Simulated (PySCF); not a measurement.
**How the method changes the constants of ZnP⁺**

State: ³Σ⁻ (triplet), unpaired electrons π ↑↑. Set-up: Zn x2c-SVPall, P x2c-SVPall; spin-free X2C with a Gaussian nucleus (PySCF 2.14). De refers to Zn⁺ + P in their high-spin ground configurations, without counterpoise correction. The functionals are run spin-unrestricted. A positive dipole points towards P; it is taken about the centre of mass and depends on that origin.

```json
{"Level": "ROHF", "Re (Å)": "2.370", "ωe (cm⁻¹)": "299", "De (eV)": "0.386", "μ (D)": "-2.90"}
{"Level": "ROHF-MP2", "Re (Å)": "2.312", "ωe (cm⁻¹)": "322", "De (eV)": "1.63", "μ (D)": "n/a"}
{"Level": "ROHF-SCS-MP2", "Re (Å)": "2.336", "ωe (cm⁻¹)": "307", "De (eV)": "1.63", "μ (D)": "n/a"}
{"Level": "ROHF-CCSD", "Re (Å)": "2.361", "ωe (cm⁻¹)": "291", "De (eV)": "1.68", "μ (D)": "n/a"}
{"Level": "ROHF-CCSD(T)", "Re (Å)": "2.360", "ωe (cm⁻¹)": "290", "De (eV)": "1.83", "μ (D)": "n/a"}
{"Level": "PBE", "Re (Å)": "2.324", "ωe (cm⁻¹)": "297", "De (eV)": "2.50", "μ (D)": "-0.93"}
{"Level": "BP86", "Re (Å)": "2.326", "ωe (cm⁻¹)": "294", "De (eV)": "2.50", "μ (D)": "-0.85"}
{"Level": "r²SCAN", "Re (Å)": "2.295", "ωe (cm⁻¹)": "311", "De (eV)": "2.21", "μ (D)": "-1.39"}
{"Level": "r²SCANh", "Re (Å)": "2.298", "ωe (cm⁻¹)": "311", "De (eV)": "2.10", "μ (D)": "-1.54"}
{"Level": "PBE0", "Re (Å)": "2.318", "ωe (cm⁻¹)": "305", "De (eV)": "2.13", "μ (D)": "-1.51"}
{"Level": "HSE06", "Re (Å)": "2.319", "ωe (cm⁻¹)": "304", "De (eV)": "2.15", "μ (D)": "-1.40"}
{"Level": "B2PLYP", "Re (Å)": "2.331", "ωe (cm⁻¹)": "306", "De (eV)": "2.04", "μ (D)": "-1.66"}
```

The bond length runs from 2.295 Å (r²SCAN) to 2.370 Å (ROHF). De spans 0.39 eV (ROHF, mean field) to 2.50 eV (BP86, GGA). Correlation at CCSD(T) changes the Hartree–Fock bond energy by +1.44 eV; the triples alone change it by +0.15 eV.

Correlated steps freeze 10 core orbitals. Correlated levels converge slowly with the basis: in double zeta they bind strong bonds too weakly, by up to about 1 eV, and carry superposition errors of some tenths. For an ion De counts to the pair picked by the measured ionisation energies or electron affinities, which need not be the lowest pair at this level. B2PLYP dipoles, levels and charges come from its SCF part alone. UHF is strongly spin-contaminated for ZnP⁺, so the ROHF reference used there is far from stable. The state is the lowest determinant that a PBE0 search found; another state may lie lower at other levels.
